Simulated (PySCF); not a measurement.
# Magnetisability: SMILES CC(C)[SiH-]F, [C₃H₈FSi]-, charge -1

Molfile (atoms numbered from 1):
```
C3H8FSi
     RDKit          3D

 13 12  0  0  0  0  0  0  0  0999 V2000
   -1.0721   -1.0613   -0.0382 C   0  0  0  0  0  0  0  0  0  0  0  0
    0.0482   -0.1387   -0.4851 C   0  0  0  0  0  0  0  0  0  0  0  0
   -0.2189    1.2798   -0.0016 C   0  0  0  0  0  0  0  0  0  0  0  0
    1.7121   -0.8928    0.1445 Si  0  0  0  0  0  3  0  0  0  0  0  0
    2.7652    0.4004   -0.2917 F   0  0  0  0  0  0  0  0  0  0  0  0
   -0.9187   -2.0642   -0.4398 H   0  0  0  0  0  0  0  0  0  0  0  0
   -2.0649   -0.7112   -0.3543 H   0  0  0  0  0  0  0  0  0  0  0  0
   -1.0780   -1.1402    1.0512 H   0  0  0  0  0  0  0  0  0  0  0  0
    0.0497   -0.1245   -1.5886 H   0  0  0  0  0  0  0  0  0  0  0  0
   -0.2617    1.3045    1.0901 H   0  0  0  0  0  0  0  0  0  0  0  0
   -1.1687    1.6874   -0.3820 H   0  0  0  0  0  0  0  0  0  0  0  0
    0.5838    1.9436   -0.3239 H   0  0  0  0  0  0  0  0  0  0  0  0
    1.6194   -0.4822    1.6015 H   0  0  0  0  0  0  0  0  0  0  0  0
  1  2  1  0
  2  3  1  0
  2  4  1  0
  4  5  1  0
  1  6  1  0
  1  7  1  0
  1  8  1  0
  2  9  1  0
  3 10  1  0
  3 11  1  0
  3 12  1  0
  4 13  1  0
M  CHG  1   4  -1
M  END
```

Method: GIAO B3LYP/aug-pcSseg-1 magnetisability, rotational g tensor and spin-rotation constants, non-relativistic, gas phase in PySCF 2.14.0. Geometry: GFN2-xTB.

For an ion the centre-of-mass motion in the field is neglected. The highest occupied orbital is unbound at this level, so the values depend on the basis.

Q: How diamagnetic is it, and how anisotropic?

A: Isotropic -1025 × 10⁻³⁰ J/T², or -61.8 × 10⁻⁶ cm³/mol; principal values -1109, -1082, -886 × 10⁻³⁰ J/T², anisotropy 211 × 10⁻³⁰ J/T² (root of half the summed squared differences of the principal values). The susceptibility is in cgs units.

Q: Split it along the inertial axes a, b, c into diamagnetic and paramagnetic parts about the centre of mass, with the quadrupole moment.

A: 
| axis | χ (10⁻⁶ cm³/mol) | diamagnetic (10⁻⁶ cm³/mol) | paramagnetic (10⁻⁶ cm³/mol) | summed x² of all electrons (Å²) | quadrupole Θ (D Å) |
| --- | --- | --- | --- | --- | --- |
| a | -61.3 | -317.4 | 256.1 | 111.0 | -5.21 |
| b | -63.2 | -555.6 | 492.4 | 54.8 | -4.29 |
| c | -60.7 | -703.4 | 642.7 | 20.0 | +9.51 |

Anisotropies 2χaa − χbb − χcc = +1.4 and 2χbb − χaa − χcc = -4.4 × 10⁻⁶ cm³/mol. Θ is traceless in Buckingham's convention.

Q: And the rotational g tensor?

A: 
```csv
axis,rotational constant (GHz),g,nuclear part,electronic part
a,6.0965,-0.0921,0.6413,-0.7335
b,2.6569,-0.0384,0.5762,-0.6146
c,2.0257,-0.0394,0.5723,-0.6117
```
Asymmetric top; isotopes 12C, 19F, 1H, 28Si; no vibrational averaging.
